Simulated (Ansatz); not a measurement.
Born–Oppenheimer molecular dynamics of Cl4H2Sn (7 atoms, charge 0, multiplicity 1). It starts at the highest image of a converged band. Of that band: Neighbouring images differ by up to 1.8 eV, so the band resolves the path poorly. A vibrational analysis at the climbing image gives one clearly imaginary mode, 1805i cm⁻¹, and a faint second one (19i cm⁻¹) that may be numerical noise or a soft torsion: probably a first-order saddle point.

All numbers below come from Ansatz, RHF/def2-SVP.

```
ensemble                      : NVE (velocity Verlet)
time step                     : 0.5 fs
steps asked                   : 200
starting velocities drawn for : 300 K
seed                          : 5567
```

First frame:

```xyz
7
Properties=species:S:1:pos:R:3
Sn -0.329 0.000 -0.088
Cl -0.004 0.000 2.574
Cl 1.978 0.000 -0.362
Cl -0.968 1.982 -1.117
Cl -0.968 -1.982 -1.117
H -1.910 0.000 0.946
H -1.355 0.000 1.814
```

Question: How far do the bonds stretch over the last three quarters of this one trajectory? (Pairs bonded in most of those frames.)

Answer: 
```
   bond  mean (Å)  spread (Å)  shortest  longest
Sn1–Cl3     2.346       0.035      2.29     2.39
Sn1–Cl4     2.345       0.039      2.28     2.39
Sn1–Cl5     2.339       0.042      2.29     2.42
 Sn1–H6     1.693       0.086      1.56     1.82
 Cl2–H7     1.302       0.074      1.19     1.41
```

Pairs bonded in part of these frames only: Sn1–Cl2 25 %.

Mean temperature of the second half: 2910 K. The conserved energy stayed within 0.52 meV per atom of its start (net change -0.071 meV per atom), so the integration is sound. The kinetic energy rose, since the run started high on the potential surface and went downhill. It ends in pieces (Cl3HSn + ClH), so much of that is their flight and rotation, not heat. A run of 0.1 ps of so small a system gives no equilibrium averages. The orbitals stay closed-shell, which can raise the energy where a bond breaks towards radicals; this wasn't checked here.

Run time: 11 min on 2 threads of Arm Neoverse N1, on a shared host, peak memory 0.28 GiB.
